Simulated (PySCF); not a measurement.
Calculation: PBE-D3(BJ)/def2-TZVP // B3LYP-D3(BJ)/def2-TZVP (PySCF 2.14.0). Gas-phase values, no solvent. 

Reference species (SMILES): `C=C=CCl` (neutral, multiplicity 1).

* **HOMO–LUMO gap**: 4.36 eV
* **HOMO**: -6.20 eV
* **S1 oscillator strength**: 0.000
* **dipole moment**: 1.63 D

Changed species: `C#CCCl`.

### Question
What does the change do to the HOMO–LUMO gap, HOMO, S1 oscillator strength and dipole moment?

### Answer
the HOMO–LUMO gap goes up by 0.99 eV, to 5.35 eV; the HOMO falls by 0.70 eV, to -6.90 eV; the S1 oscillator strength hardly moves; the dipole moment rises by 0.05 D, to 1.68 D.
